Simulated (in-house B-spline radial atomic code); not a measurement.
Configurations of Ni+, with energies counted from [Ar] 3d9. Computed with an all-electron radial atomic-structure program (B-spline basis): Dirac-Hartree-Fock, average of configuration, Fermi nucleus of rms radius 3.7757 fm. Energies include first-order Breit, QED and recoil terms.

Occupations are held fixed; configurations that lie above the ionisation limit could autoionise.

```tsv
configuration	E - E(ref) (eV)	highest orbital	its <r> (bohr)
[Ar] 3d8 4s1	0.72288	4s1/2	2.673
[Ar] 3d8 4f1	13.207	4f5/2	8.975
[Ar] 3d8 7s1	14.35	7s1/2	18.09
[Ar] 3d8 5f1	14.432	5f5/2	15.71
[Ar] 3d8 6f1	15.098	6f5/2	23.95
[Ne] 3s2 3p5 3d9 5s1	80.15	5s1/2	6.323
[Ne] 3s2 3p5 3d9 4f1	83.281	4f5/2	8.973
[Ne] 3s2 3p5 3d9 5f1	84.506	5f5/2	15.71
[Ne] 3s2 3p5 3d9 6f1	85.172	6f5/2	23.94
[Ne] 3s2 3p5 3d9 6g1	85.175	6g9/2	22
[Ne] 3s2 3p5 3d9 7g1	85.576	7g9/2	31.75
```

Question: Order these further configurations by energy, lowest first.
A. [Ne] 3s2 3p5 3d9 7f1
B. [Ar] 3d8 6g1
C. [Ne] 3s2 3p5 3d9 7s1
D. [Ar] 3d8 7f1
E. [Ne] 3s2 3p5 3d9 5g1

Answer: B (15.1 eV), D (15.5 eV), C (84.42 eV), E (84.51 eV), A (85.574 eV).

Question: How far above the reference does [Ar] 3d8 6p1 lie?

Answer: 13.659 eV; its least bound orbital is 6p3/2 with <r> = 13.42 bohr.

Question: How far above the reference does [Ar] 3d8 4p1 lie?

Answer: 5.8268 eV; its least bound orbital is 4p3/2 with <r> = 3.428 bohr.

Question: How far above the reference does [Ne] 3s2 3p5 3d10 lie?

Answer: 69.701 eV; its least bound orbital is 3d5/2 with <r> = 1.029 bohr.
